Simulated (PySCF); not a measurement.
Geometry:
```
atom   x (Å)   y (Å)   z (Å)
  C1   3.593  -0.202  -0.840
  N2   2.490   0.434  -0.194
  C3   1.376  -0.138  -0.117
  C4   0.212   0.532   0.522
  C5  -0.578  -0.371   1.494
  C6  -2.015  -0.340   0.920
  C7  -1.946  -1.091  -0.384
  C8  -1.265  -0.338  -1.239
  C9  -0.880   0.928  -0.521
 C10  -2.088   1.101   0.405
 H11   4.413  -0.277  -0.125
 H12   3.923   0.443  -1.656
 H13   3.357  -1.201  -1.235
 H14   1.189  -1.144  -0.528
 H15   0.572   1.435   1.017
 H16  -0.556   0.031   2.505
 H17  -0.183  -1.387   1.521
 H18  -2.783  -0.662   1.619
 H19  -2.327  -2.085  -0.528
 H20  -0.968  -0.573  -2.245
 H21  -0.593   1.770  -1.146
 H22  -3.008   1.308  -0.140
 H23  -1.941   1.852   1.180
```

- geometry from GFN2-xTB
- GIAO PBE0/pcSseg-1 shieldings
- code: PySCF 2.14
- no solvent, non-relativistic, a single conformation, rapidly exchanging positions averaged

Referencing at the same level of theory: TMS for ¹³C (186.93 ppm), ¹H (31.72 ppm); NH3 for ¹⁵N (267.73 ppm).

```tsv
atoms	nucleus	count	Hirshfeld charge	δ (ppm)
H14	¹H	1	0.03	?
C6	¹³C	1	-0.03	46.3
C3	¹³C	1	0.04	173.9
H21	¹H	1	0.04	2.82
C9	¹³C	1	-0.03	51.9
H23	¹H	1	0.04	1.25
C8	¹³C	1	-0.05	142.2
C10	¹³C	1	-0.07	54.2
H16	¹H	1	0.04	2.08
H11/H12/H13	¹H	3	0.04	3.52
H20	¹H	1	0.05	?
C1	¹³C	1	-0.08	50.8
C4	¹³C	1	-0.03	48.9
H19	¹H	1	0.05	?
H17	¹H	1	0.03	?
H15	¹H	1	0.04	?
C7	¹³C	1	-0.05	145.8
H22	¹H	1	0.04	1.49
H18	¹H	1	0.04	?
N2	¹⁵N	1	-0.16	371.3
C5	¹³C	1	-0.07	?
```

Q: Fill in the missing shifts.

A: 
- C5: 31.7 ppm, sp3 CH2 in a ring; saturated and bonded to C and H only
- H14: 7.25 ppm, hydrogen on a C=N carbon
- H19: 6.53 ppm, hydrogen on an alkene CH; olefinic region
- H20: 6.31 ppm, hydrogen on an alkene CH; a vinylic proton, deshielded by the sp2 carbon and the C=C anisotropy
- H15: 2.96 ppm, hydrogen on an sp3 CH in a ring
- H18: 2.79 ppm, hydrogen on an allylic sp3 CH; allylic position
- H17: 1.01 ppm, hydrogen on an sp3 CH2 in a ring

Shifts are as computed. Against solution values, carbons near 30 ppm lie about +3 ppm off and those near 130 ppm about +5 ppm. Of 1211 compounds with measured shifts, 218 miss one by over three times the rms of a fit or turn the order of signals round; such compounds aren't used in these exercises. Experimental scales use liquid or dissolved standards, which lie at an offset from isolated NH3 (liquid NH3: subtract about 20 ppm). Unscaled 15N shifts of sp2 nitrogen come out 20 to 40 ppm too high even then.
